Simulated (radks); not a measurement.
The numbers below are computed, except where a source is named.
The strontium ion Sr3+, configuration [Ar] 3d10 4s1 4p5 4f1 (not the ground configuration). Level of theory: scalar-relativistic Kohn-Sham, BLYP, spin-polarised, spherical densities, point nucleus; open shells are filled with parallel spins first (spin-orbit coupling, left out, can overturn this in heavy ions) (a radial shooting solver on a logarithmic mesh with Libxc functionals). Some entries of the table are withheld. Estimate them.

orbital,occ.,eigenvalue (Ry),<r^2> (bohr^2)
1s up,1,-1174.742,0.002067
1s down,1,-1174.720,0.002067
2s up,1,-161.6941,0.03507
2s down,1,-161.6796,0.03507
2p up,3,-144.0426,0.02764
2p down,3,-144.0243,0.02764
3s up,1,-27.51574,0.2777
3s down,1,-27.48796,0.2774
3p up,3,-21.81869,0.2896
3p down,3,-21.78843,0.2890
3d up,5,(1),0.3006
3d down,5,(2),0.2987
4s up,1,-5.70590,1.894
4s down,0,-5.52081,1.909
4p up,3,(3),2.361
4p down,2,(4),2.408
4f up,1,-0.91301,15.65

Answer. 
(1) 3d up eigenvalue (Ry): -12.40650
(2) 3d down eigenvalue (Ry): -12.37234
(3) 4p up eigenvalue (Ry): -4.26642
(4) 4p down eigenvalue (Ry): -4.08929
